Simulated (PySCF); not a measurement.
Polarisability and C₆ of Br⁻ (bromine, charge -1)

[Kr], closed-shell 1S. Calculation: PySCF 2.14, in aug-cc-pVQZ-PP with one added diffuse shell each of s, p, d, f, g type with ECP10MDF (8s7p6d4f3g, 114 functions); scalar relativity through the core potential. Coupled (time-dependent) response in atomic units; α is the mean over directions.

| method | mean α (bohr³) | C₆ (like pair) | S(−4) |
| --- | --- | --- | --- |
| UHF | 43.36 | 455.6 | 659.0 |
| PBE0 | 52.92 | 567.3 | 1284 |
| r2SCAN0 | 50.00 | 545.9 | 1007 |
| B97-3 | 52.68 | 565.9 | 1217 |

S(−4) is the Cauchy moment in α(ω) = α(0) + S(−4) ω² + …

α(iu) at UHF:

```csv
u (hartree),α(iu) (bohr³)
0,43.36
0.0500,41.81
0.100,38.08
0.200,29.47
0.300,22.61
0.500,14.05
0.750,8.599
1.00,5.742
1.50,3.055
2.00,1.898
3.00,0.9538
5.00,0.3986
```

For an ion, C₆ is the dispersion term alone; charge-induced terms of lower order in 1/R come first.

Energies and moments cover only the electrons outside the core potential.
